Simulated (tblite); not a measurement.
Compound: C₆H₁₁N₂ (doublet state).
Atom-mapped SMILES: `[CH3:1][CH2:2][CH2:3][N:4]1[CH:5][CH2:6][CH:7]=[N:8]1` (hydrogens: H9, H10, H11 on C1; H12, H13 on C2; H14, H15 on C3; H16 on C5; H17, H18 on C6; H19 on C7)

Cartesian coordinates in Å at the GFN2-xTB level; atoms count from 1:
```xyz
19
C6H11N2 angstrom
C     -2.251    0.688    0.042
C     -1.746   -0.584   -0.627
C     -0.653   -1.265    0.207
N      0.541   -0.476    0.277
C      1.465   -0.320   -0.707
C      2.500    0.630   -0.219
C      1.904    0.920    1.132
N      0.800    0.270    1.352
H     -2.703    0.458    1.003
H     -2.994    1.178   -0.582
H     -1.430    1.380    0.211
H     -1.341   -0.347   -1.613
H     -2.571   -1.287   -0.760
H     -1.003   -1.406    1.232
H     -0.408   -2.239   -0.229
H      1.447   -0.897   -1.606
H      2.603    1.536   -0.841
H      3.513    0.195   -0.153
H      2.317    1.574    1.872
```

Computed with GFN2-xTB (tblite): harmonic, unscaled wavenumbers at the GFN2-xTB geometry, gas phase. Against measured fundamentals such values can be off by several per cent, at times by over 20. One conformer, not necessarily the lowest. Open shells enter through the occupations alone, without spin polarisation, and single modes of such species can be off by tens of per cent.

Harmonic wavenumbers (cm⁻¹): 37.3, 78.7, 117.5, 208.0, 246.3, 279.8, 335.0, 361.7, 443.6, 527.3, 649.4, 671.0, 796.6, 833.5, 898.7, 918.6, 928.1, 964.3, 988.6, 1023.9, 1037.3, 1071.0, 1089.8, 1112.4, 1155.4, 1203.5, 1215.4, 1252.3, 1260.7, 1320.5, 1336.8, 1346.7, 1408.9, 1419.0, 1440.0, 1456.4, 1482.0, 1498.7, 1500.5, 1540.6, 2717.9, 2809.2, 2937.0, 2975.7, 2987.1, 2992.4, 3040.5, 3042.0, 3049.3, 3173.1, 3190.8.

A = 4262, B = 1398, C = 1282 MHz; mass 111.092 u (most abundant isotopes); point group C1, symmetry number 1; spin multiplicity 2.

Task: Zero-point energy?

Result: ½Σν̃ = 35185 cm⁻¹ = 100.60 kcal/mol.

Task: What is S at 200 K and 1 bar for an ideal gas of classical rigid rotors and harmonic oscillators?

Result: Translation 38.07, rotation 26.94, vibration 15.72, spin (R ln 2) 1.38: S = 82.1 cal/(mol K).

Task: And Cp and H(200 K) − H(0)?

Result: Cp = 24.55 cal/(mol K), of which vibrations give 16.60 (their classical limit is 51 R = 101.3); H(200 K) − H(0) = 3.26 kcal/mol without the zero-point energy, 1.67 from vibrations.

Task: Blend soft modes into free rotors: weight 1/[1 + (100 cm⁻¹/ν̃)⁴] for the oscillator and the rest for a rotor with moment μB/(μ + B), μ = h/(8π²ν), B = 10⁻⁴⁴ kg m². What vibrational entropy results?

Result: 14.27 cal/(mol K) in place of 15.72, which changes −T·S at 200 K by +0.29 kcal/mol.

Task: How do the functions run with temperature in this model?

Result: 
```csv
T (K),S (cal/(mol K)),Cp (cal/(mol K)),H − H(0) (kcal/mol),G − H(0) (kcal/mol),ln q(vib)
50,58.4,12.2,0.49,-2.43,0.57
100,68.2,16.5,1.21,-5.61,1.59
298.15,93.6,33.8,6.11,-21.79,5.77
373.15,102.0,41.4,8.93,-29.12,7.37
500,115.8,53.0,14.94,-42.94,10.14
750,140.6,69.6,30.42,-75.06,15.67
1000,162.3,80.4,49.26,-112.99,21.01
```

q(vib) and H(0) count from the zero-point level.

Task: What must be added to the electronic energy to get the Gibbs energy at 200 K and 1 bar?

Result: ZPE + [H(200 K) − H(0)] − T·S = 100.60 + 3.26 − 16.42 = 87.44 kcal/mol.

Task: Which modes carry the vibrational entropy at 200 K?

Result: 37.3 cm⁻¹: 4.61; 78.7 cm⁻¹: 3.14; 117.5 cm⁻¹: 2.38; 208.0 cm⁻¹: 1.36; 246.3 cm⁻¹: 1.09; 279.8 cm⁻¹: 0.90 cal/(mol K); the other 45 give 2.24 together.

Hindered rotation and anharmonicity are outside this model. Other conformers, if any are populated, would add a mixing term that is left out. The structure is chiral; the term R ln 2 for an equal mix with its mirror image is left out.
